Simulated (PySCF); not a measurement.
# Bond lengths and vibrations by method: AlCClH3

All numbers below are calculated, not measured. They come from PySCF 2.14.0, an open-source quantum chemistry program, on an isolated molecule that a program drew, which may never have been made. The molecule is AlCClH3 (charge 0, doublet), drawn as the SMILES string `[CH2][AlH][Cl]`.

The geometry was optimised and harmonic frequencies were computed with HF and MP2, all in the cc-pV(D+d)Z basis, for the commonest isotopes, with a restricted reference for singlets and an unrestricted one otherwise, and a frozen core in MP2. Each result is a local minimum of its method.

Geometry at the HF minimum:
```xyz
6
AlCClH3, angstrom
C    -1.0736    0.6232    0.6598
Al   -0.8910    2.4900    1.0594
Cl    0.9991    3.2010    1.7032
H    -0.2623   -0.0985    0.7401
H    -2.0056    0.1685    0.3259
H    -2.0547    3.5333    0.9413
```

Lengths of the bonds as drawn, in Å (atoms numbered as above):
```
   bond     HF    MP2
 C1-Al2  1.918  1.922
Al2-Cl3  2.120  2.114
  C1-H4  1.089  1.099
  C1-H5  1.089  1.099
 Al2-H6  1.567  1.569
```

Rotational constants, in GHz:
```
constant     HF    MP2
       A  21.62  21.62
       B  3.587  3.587
       C  3.076  3.076
```

Harmonic frequencies in cm^-1, each column in rising order, so a row needn't be the same motion in every method:
```
rank    HF   MP2
   1   183   175
   2   218   215
   3   487   471
   4   500   503
   5   612   582
   6   651     ?
   7   736   718
   8   783   759
   9  1481  1398
  10  2043  2012
  11  3245  3168
  12  3332  3264
```

**Estimate the missing MP2 frequency from the HF column.**

A single factor s that minimises the squared misfit of MP2 against s times HF over the other rows is sum(HF x MP2) / sum(HF^2) = 0.9760, with an rms misfit of 17 cm^-1. For rank 6 it gives 0.9760 x 651 = 635 cm^-1. The calculation gives 640 cm^-1, 5 cm^-1 above the estimate. The drawn bonds are on average 0.4 % longer in MP2 than in HF.
